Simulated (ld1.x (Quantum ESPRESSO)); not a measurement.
# An odd input for ld1.x (Quantum ESPRESSO) 7.5 (cobalt)

Command:

```bash
ld1.x < Co.in > Co.out
```

Input:

```
&input
   title='Co', zed=27., rel=1, dft='PBE', iswitch=3,
   config='[Ar] 3d7 4s1.75 4p0',
   nld=3, rlderiv=3.10, eminld=-3.0, emaxld=5.0, deld=0.02
 /
 &inputp
   pseudotype=2, tm=.true., rho0=0.02, lloc=0,
   nlcc=.true.,
   file_pseudopw='Co.UPF', file_wfcaegen='ae.wfc', file_wfcncgen='nc.wfc', file_beta='beta', file_chi='chi'
 /
3
4P  2  1   0.00   0.00  2.85  2.85  0.0
3D  3  2   7.00   0.00  0.90  0.90  0.0
4S  1  0   1.75   0.00  2.05  2.05  0.0
 &test
   configts(1)='3d7 4s1.75 4p0'
 /
```

Output (end):

```
     Etot =   -2786.178638 Ry,   -1393.089319 Ha,  -37907.891531 eV

     Ekin =    2822.158642 Ry,    1411.079321 Ha,   38397.424426 eV
     Encl =   -6670.562790 Ry,   -3335.281395 Ha,  -90757.630283 eV
     Eh   =    1180.759874 Ry,     590.379937 Ha,   16065.056493 eV
     Exc  =    -118.534363 Ry,     -59.267181 Ha,   -1612.742166 eV

     normalization and overlap integrals

     s(1S/1S) =  1.000000  <r> =   0.0562  <r2> =    0.0042  r(max) =   0.0366
     s(2S/2S) =  1.000000  <r> =   0.2555  <r2> =    0.0770  r(max) =   0.2131
     s(2P/2P) =  1.000000  <r> =   0.2250  <r2> =    0.0622  r(max) =   0.1723
     s(3S/3S) =  1.000000  <r> =   0.7737  <r2> =    0.6915  r(max) =   0.6648
     s(3P/3P) =  1.000000  <r> =   0.8161  <r2> =    0.7866  r(max) =   0.6816
     s(3D/3D) =  1.000000  <r> =   1.0656  <r2> =    1.5321  r(max) =   0.6648
     s(4S/4S) =  1.000000  <r> =   2.8142  <r2> =    9.2011  r(max) =   2.2914
     s(4P/4P) =  1.000000  <r> =   3.9978  <r2> =   19.0029  r(max) =   3.0931

     ------------------------ End of All-electron run ------------------------

     --------------------- Generating NC pseudopotential ---------------------

      Generating local pot.: lloc=0, matching radius rcloc =   2.0500

      Computing core charge for nlcc:

       r > 0.44 : true rho core
       r < 0.44 : rho core = a sin(br)/r    a=  24.67  b=   4.63

      Integrated core pseudo-charge :   9.74

      Wfc   4P  rcut= 2.870  Using Troullier-Martins method

      Wfc   3D  rcut= 0.909  Using Troullier-Martins method

     ------------------- End of pseudopotential generation -------------------

     Computing logarithmic derivative in   3.11252

 %%%%%%%%%%%%%%%%%%%%%%%%%%%%%%%%%%%%%%%%%%%%%%%%%%%%%%%%%%%%%%%%%%%%%%%%%%%%%%
     Error in routine run_pseudo (1):
     Errors in PS-KS equation
 %%%%%%%%%%%%%%%%%%%%%%%%%%%%%%%%%%%%%%%%%%%%%%%%%%%%%%%%%%%%%%%%%%%%%%%%%%%%%%

     stopping ...
```

Task: This input was made by a single change from one that runs to its end. What was changed?

Result: The change: tm switched. The program stops in the test that follows the generation: "run_pseudo: Errors in PS-KS equation".
